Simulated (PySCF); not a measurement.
**Electron correlation in Tl⁵⁸⁺ (thallium, charge +58)**

Starting occupation: [Ar] 3d5, 3d3/2 with m_j = -3/2, -1/2, +1/2, +3/2, 3d5/2 with m_j = +5/2. All numbers are calculated (PySCF 2.14, X2C-1e with screened-nucleus spin-orbit coupling, Gaussian nucleus, in an even-tempered Gaussian basis (15 s from 18 bohr⁻², ratio 2.8; 13 p from 23 bohr⁻², ratio 2.8; 8 d from 23 bohr⁻², ratio 2.8; 3 f from 76 bohr⁻², ratio 3)). Frozen: [Ne]; 13 electrons correlated; the 78 highest virtual spinors left out.

MP2 pair energies summed by pair of shells (mhartree):

```json
{"pair": "3p3/2-3p3/2", "energy": "-122.76", "share (%)": "23.3"}
{"pair": "3d3/2-3p3/2", "energy": "-110.96", "share (%)": "21.0"}
{"pair": "3d3/2-3d3/2", "energy": "-73.57", "share (%)": "13.9"}
{"pair": "3d5/2-3p3/2", "energy": "-33.46", "share (%)": "6.3"}
{"pair": "3p1/2-3p3/2", "energy": "-31.97", "share (%)": "6.1"}
{"pair": "3d3/2-3d5/2", "energy": "-31.25", "share (%)": "5.9"}
{"pair": "3p3/2-3s1/2", "energy": "-27.77", "share (%)": "5.3"}
{"pair": "3d3/2-3s1/2", "energy": "-26.81", "share (%)": "5.1"}
{"pair": "3d3/2-3p1/2", "energy": "-25.61", "share (%)": "4.8"}
{"pair": "3p1/2-3s1/2", "energy": "-12.57", "share (%)": "2.4"}
{"pair": "3s1/2-3s1/2", "energy": "-9.04", "share (%)": "1.7"}
{"pair": "3p1/2-3p1/2", "energy": "-8.74", "share (%)": "1.7"}
{"pair": "3d5/2-3s1/2", "energy": "-6.89", "share (%)": "1.3"}
{"pair": "3d5/2-3p1/2", "energy": "-6.57", "share (%)": "1.2"}
```

Total MP2 correlation energy: -527.96 mhartree.

At this charge the one-electron X2C treatment keeps the bare 1/r₁₂, with no two-electron picture change or Breit term. The effect here is smaller than on the frozen 1s shell.
